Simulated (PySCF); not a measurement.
This script is equivalent to a calculation on Ba (barium, neutral).

```python
from pyscf import gto, scf, dft, mp, cc
import basis_set_exchange as bse
mol = gto.M(atom="Ba 0 0 0", charge=0, spin=0, symmetry="D2h",
            basis=gto.basis.parse(bse.get_basis("ANO-RCC-VTZP", elements=["Ba"], fmt="nwchem")),
            nucmod="G")
mf = dft.UKS(mol, xc="R2SCAN").sfx2c1e()
mf.irrep_nelec = {'Ag': (10, 10), 'B1g': (2, 2), 'B2g': (2, 2), 'B3g': (2, 2), 'B1u': (4, 4), 'B2u': (4, 4), 'B3u': (4, 4)}
mf.kernel()
```

Task: What total energy does it give?

Result: -8134.41 hartree (calculated).

Task: Which occupied shell lies highest, and where?

Result: 6s, at -3.278 eV.

Spin-orbit coupling, which splits the p, d and f shells strongly at this Z, is absent.
